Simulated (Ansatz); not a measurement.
Wavefunction ladder for C$_{8}$H$_{16}$, SMILES `CC/C=C/C(C)(C)C`

Cartesian coordinates in Å:
```
C -0.978 0.113 -3.369
C -0.880 -0.926 -2.258
C -0.755 -0.305 -0.905
C 0.277 -0.475 -0.088
C 0.480 0.126 1.276
C -0.674 1.026 1.696
C 1.777 0.940 1.253
C 0.628 -1.016 2.287
H -1.104 -0.360 -4.345
H -1.829 0.781 -3.209
H -0.076 0.730 -3.404
H -0.027 -1.588 -2.437
H -1.777 -1.558 -2.285
H -1.577 0.341 -0.604
H 1.090 -1.125 -0.417
H -0.800 1.862 1.004
H -1.616 0.473 1.739
H -0.484 1.440 2.690
H 1.994 1.347 2.244
H 2.625 0.318 0.951
H 1.702 1.772 0.549
H 0.838 -0.622 3.285
H -0.286 -1.612 2.338
H 1.450 -1.682 2.009
```

Charge 0, multiplicity 1. The geometry is a stationary point of PBE0-D4/def2-TZVP. It is one conformer, not always the lowest. Frozen core, restricted reference, the Gaussian-basis code of Ansatz. CBS rows extrapolate triple and quadruple zeta; past MP2 they add the triple-zeta difference.

| basis | HF (Eh) | MP2 corr. | CCSD corr. | (T) | CCSD(T) total |
| --- | --- | --- | --- | --- | --- |
| def2-SVP | -312.02638 | ? | -1.24277 | -0.04058 | ? |
| def2-TZVPP | -312.36388 | ? | -1.46880 | -0.06142 | ? |
| def2-QZVPP | ? | ? | – | – | – |
| CBS(def2) | -312.38036 | -1.53672 | -1.61734 | as TZ | -314.05912 |

(1) Fill in the withheld values. (Estimate.)

## Answers

(1) Ansatz gave: def2-SVP MP2 corr.: -1.14232; def2-SVP CCSD(T) total: -313.30973; def2-TZVPP MP2 corr.: -1.38819; def2-TZVPP CCSD(T) total: -313.89410; def2-QZVPP HF (Eh): -312.37837; def2-QZVPP MP2 corr.: -1.47352.
